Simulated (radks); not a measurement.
Results of a calculation; reference values are marked as such.
Problem. These are the eigenvalues of the occupied orbitals of an atom or ion with whole-number occupations (hartree). Code: a radial shooting solver on a logarithmic mesh with Libxc functionals. Model: scalar-relativistic Kohn-Sham, PBEsol, spin-unpolarised, spherical densities, finite nucleus; Fermi nuclear charge, rms radius of each element as measured or else 0.836 A^(1/3) + 0.57 fm.

| orbital | eigenvalue |
|---|---|
| 1s | -76.44852 |
| 2s | -6.37853 |
| 2p | -4.56908 |
| 3s | -0.51145 |
| 3p | -0.20138 |

Which element is it, and in what charge state? The configuration may be excited.

Solution. Z = 15, phosphorus, charge 0: P in [Ne] 3s2 3p3. The list shows which subshells hold electrons but not how many an open one holds; the 1s level, -76.449 hartree, gives Z - s = 12.4 by -(Z - s)^2/2, which with screening and relativity narrows Z to a few neighbours, and the depths of the outer levels then fix element, charge and occupations together.
